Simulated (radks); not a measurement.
Values are calculated unless marked as measured or tabulated.
Question: The mercury ion Hg9+ is in [Xe] 4f14 5d(3/2: 3, 5/2: 0). Code: a radial shooting solver on a logarithmic mesh with Libxc functionals. Model: Dirac Kohn-Sham, BLYP, spin-unpolarised, spherical densities, finite nucleus; Fermi nuclear charge, rms radius of each element as measured or else 0.836 A^(1/3) + 0.57 fm. Sub-shells are occupied by j as written (lower j first in brackets). One electron is removed from 5p3/2, 5d3/2, 5p1/2, 4f7/2 in turn, with full relaxation. Which removal costs least, and what does each cost?

Answer: 5d3/2 153.52 eV; 5p3/2 212.81 eV; 5p1/2 234.10 eV; 4f7/2 261.03 eV. The 5d3/2 electron leaves first.
